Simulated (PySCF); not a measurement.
## Basis and Hamiltonian dependence of the excitation energy of O+

O+ [He] 2s2 2p3 (4S) → O+ [He] 2s1 2p3 3d1 (6D). All values are computed (PySCF 2.14, energy differences of UHF-based or UKS calculations, no spin-orbit coupling). Values in eV.

| basis | Hamiltonian | functions | UHF | LDA | PBE0 | MP2 (valence) | CCSD(T) (valence) | CCSD(T) (valence and next inner shell) |
| --- | --- | --- | --- | --- | --- | --- | --- | --- |
| aug-cc-pVTZ-DK | spin-free X2C | 46 | 37.546 | 39.174 | 39.058 | 39.298 | 39.585 | n/a |
| aug-cc-pwCVTZ | non-relativistic | 59 | 37.476 | 39.131 | 39.000 | 39.294 | 39.574 | 39.583 |
| aug-cc-pVTZ with one added diffuse shell each of s, p, d, f type | non-relativistic | 62 | 33.975 | 36.034 | 35.782 | 35.823 | 36.125 | n/a |
| dyall-av3z | spin-free X2C | 71 | 37.618 | 39.273 | 39.131 | 39.447 | 39.728 | n/a |
| x2c-QZVPPall with one added diffuse shell each of s, p, d, f type | spin-free X2C | 73 | 35.614 | 37.426 | 37.219 | 37.545 | 37.811 | 37.806 |
| aug-cc-pCVTZ-DK with one added diffuse shell each of s, p, d, f type | spin-free X2C | 75 | 34.009 | 36.088 | 35.830 | 35.906 | 36.202 | 36.209 |
| aug-cc-pVQZ-DK | spin-free X2C | 80 | 35.681 | 37.491 | 37.285 | 37.626 | 37.888 | n/a |
| aug-cc-pwCVQZ | non-relativistic | 109 | 35.629 | 37.441 | 37.230 | 37.605 | n/a | n/a |

Task: Estimate the row for aug-cc-pV5Z (non-relativistic, 127 functions).

Result: From the rows with the same Hamiltonian and similar size; the calculation gives UHF 35.01; LDA 36.90; PBE0 36.66; MP2 (valence) 37.05 (eV).

Frozen in the all-electron rows: valence: 1s2; valence and next inner shell: nothing.

At UHF, aug-cc-pVTZ-DK, aug-cc-pwCVTZ, aug-cc-pVTZ with one added diffuse shell each of s, p, d, f type, dyall-av3z, aug-cc-pCVTZ-DK with one added diffuse shell each of s, p, d, f type, aug-cc-pwCVQZ, aug-cc-pV5Z lie more than 0.3 eV from the median of the rows with comparable relativity.

The upper state lies above the first ionisation limit, but in LS coupling its spin forbids autoionisation to the ground ion. A Rydberg-like electron needs more diffuse functions than a valence basis has.
